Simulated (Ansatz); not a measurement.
Ansatz results at the PBE0-D4/def2-TZVP geometry: HOMO energy (PBE/def2-TZVPP) -6.68 eV; HOMO energy (PBE0/def2-TZVPP) -7.94 eV; LUMO energy (B3LYP/def2-TZVPP) -1.86 eV.

Each molecule was computed in one conformer, which needn't be the lowest.

**Question.** Which molecule gave them?
A. `[SiH3][C@@H]1N[Si@H]1Cl`
B. `O[SiH]([AlH2])S`
C. `FC1=C[C]1(F)[GeH3]`
D. `CB([SiH3])CF`

**Answer.** D. The others give `O[SiH]([AlH2])S`: -5.80, -6.84, -0.91; `FC1=C[C]1(F)[GeH3]`: -6.75, -7.96, -0.47; `[SiH3][C@@H]1N[Si@H]1Cl`: -5.73, -6.98, -0.38.

B3LYP here is the variant with VWN-RPA as its local correlation; programs differ in this.
